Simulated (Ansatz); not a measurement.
C3H4 (SMILES C1=CC1), charge 0, multiplicity 1, relaxed at each level with Ansatz (a first-principles code); harmonic frequencies from differences of analytic forces, average atomic masses, frozen cores.

| level | C1–C2 (Å) | C1–C3 (Å) | C1–H4 (Å) | C2–C3 (Å) | C2–H5 (Å) | C3–H6 (Å) | C2–C1–C3 (°) | C2–C1–H4 (°) | C3–C1–H4 (°) | dipole (D) |
|---|---|---|---|---|---|---|---|---|---|---|
| HF/def2-TZVPP | 1.2715 | 1.4941 | 1.0654 | 1.4941 | 1.0654 | 1.0803 | 64.8 | 149.9 | 145.2 | 0.51 |
| PBE/def2-TZVPP | 1.2981 | 1.5104 | 1.0833 | 1.5104 | 1.0833 | 1.0971 | 64.6 | 149.8 | 145.7 | 0.48 |
| r2SCAN/def2-TZVPP | 1.2892 | 1.5034 | 1.0763 | 1.5034 | 1.0763 | 1.0903 | 64.6 | 149.9 | 145.5 | 0.50 |
| B3LYP/def2-TZVPP | 1.2869 | 1.5055 | 1.0745 | 1.5055 | 1.0745 | 1.0883 | 64.7 | 149.7 | 145.6 | 0.48 |
| PBE0/def2-TZVPP | 1.2871 | 1.4984 | 1.0759 | 1.4984 | 1.0759 | 1.0898 | 64.6 | 149.9 | 145.6 | 0.49 |
| wB97X-V/def2-TZVPP | 1.2877 | 1.5025 | 1.0766 | 1.5025 | 1.0766 | 1.0905 | 64.6 | 149.9 | 145.5 | 0.50 |
| MP2/cc-pVTZ | 1.2987 | 1.5080 | 1.0732 | 1.5080 | 1.0732 | 1.0848 | 64.5 | 150.0 | 145.5 | 0.46 |
| CCSD(T)/cc-pVDZ | 1.3197 | 1.5269 | 1.0910 | 1.5269 | 1.0910 | 1.1037 | 64.4 | 149.7 | 145.9 | 0.47 |
| CCSD(T)/cc-pVTZ | 1.3009 | 1.5140 | 1.0751 | 1.5140 | 1.0751 | 1.0875 | 64.6 | 149.9 | 145.5 | 0.45 |

Measured: bond lengths of mixed type (r0, rs, rg or re) CC 1.509, CC 1.296, CH 1.072, CH 1.088 Å [NIST CCCBDB].

Doubts at one or more of the structures used: a restricted determinant that unrestricted orbitals would lower (CCSD(T)/cc-pVDZ).
